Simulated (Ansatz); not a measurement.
Program: Ansatz 0.2.0.

Basis-set series for CHBO2S. Total charge 0; spin multiplicity 1. The bonds changed during the relaxation, so this is another structure than the one it started from. The geometry is a stationary point of PBE0-D4/def2-TZVP. It is one conformer, not always the lowest.

Cartesian coordinates in Å:
```
O 0.7925 -2.7854 1.2516
C 0.5809 -1.9829 0.4964
O -0.3933 1.0958 1.3939
B -0.2978 0.9513 0.2005
S -0.1543 0.7265 -1.5438
H -0.5280 1.9948 -1.7986
```

```
functional       basis  functions  energy (Eh)  HOMO (eV)  LUMO (eV)
   PBE0-D4    def2-SVP         79   -611.57926      -8.36      -0.71
   PBE0-D4  def2-TZVPP        180   -611.96747      -8.53      -0.88
   ωB97M-V    def2-SVP         79   -611.88599     -10.52       1.68
   ωB97M-V  def2-TZVPP        180   -612.27947     -10.73       1.35
```

**Question.** Give the rows for def2-QZVPP. (Best estimate.)

**Answer.** The calculation gave: 
```json
{"functional": "PBE0-D4", "basis": "def2-QZVPP", "functions": "328", "energy (Eh)": "-611.99123", "HOMO (eV)": "-8.55", "LUMO (eV)": "-0.94"}
{"functional": "ωB97M-V", "basis": "def2-QZVPP", "functions": "328", "energy (Eh)": "-612.30181", "HOMO (eV)": "-10.76", "LUMO (eV)": "1.07"}
```

Positive LUMOs are unbound and depend on the basis.
